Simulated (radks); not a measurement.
Question: Species: the praseodymium ion Pr3+. Configuration: [Xe] 4f2. Method: Dirac Kohn-Sham, PBE, spin-unpolarised, spherical densities, point nucleus; open shells are shared between the two j in proportion to 2j + 1; computed with a radial shooting solver on a logarithmic mesh with Libxc functionals. Some entries of the table are withheld. Estimate them.

| orbital | occ. | eigenvalue (eV) | r(max) (bohr) | <r> (bohr) |
|---|---|---|---|---|
| 1s1/2 | 2 | -41809.59 | 0.01541 | 0.02409 |
| 2s1/2 | 2 | -6748.731 | 0.08740 | 0.1026 |
| 2p1/2 | 2 | -6379.415 | 0.06651 | (1) |
| 2p3/2 | 4 | -5897.211 | 0.07186 | (2) |
| 3s1/2 | 2 | -1480.612 | 0.2493 | 0.2720 |
| 3p1/2 | 2 | -1323.650 | 0.2361 | 0.2617 |
| 3p3/2 | 4 | -1228.128 | 0.2476 | 0.2740 |
| 3d3/2 | 4 | -954.4174 | 0.1987 | 0.2453 |
| 3d5/2 | 6 | -933.8376 | 0.2019 | 0.2491 |
| 4s1/2 | 2 | -318.7190 | 0.5789 | 0.6213 |
| 4p1/2 | 2 | -259.9156 | 0.5873 | 0.6387 |
| 4p3/2 | 4 | -239.2352 | 0.6118 | 0.6662 |
| 4d3/2 | 4 | (3) | 0.6298 | 0.7173 |
| 4d5/2 | 6 | (4) | 0.6378 | 0.7270 |
| 5s1/2 | 2 | -65.5131 | 1.336 | 1.469 |
| 5p1/2 | 2 | -49.1719 | 1.454 | 1.629 |
| 5p3/2 | 4 | -46.0428 | 1.519 | 1.702 |
| 4f5/2 | 0.857143 | -29.9961 | 0.6742 | 1.008 |
| 4f7/2 | 1.14286 | -29.5955 | 0.6788 | 1.018 |
| 5d3/2 | 0 | -24.0976 | 1.941 | 2.286 |
| 5d5/2 | 0 | -23.7598 | 1.967 | 2.315 |
| 6s1/2 | 0 | -21.0023 | 3.117 | 3.323 |
| 6p1/2 | 0 | -16.7234 | 3.533 | 3.775 |
| 6p3/2 | 0 | -16.0986 | 3.657 | 3.899 |

Answer: 
(1) 2p1/2 <r> (bohr): 0.08605
(2) 2p3/2 <r> (bohr): 0.09236
(3) 4d3/2 eigenvalue (eV): -142.6317
(4) 4d5/2 eigenvalue (eV): -138.9802
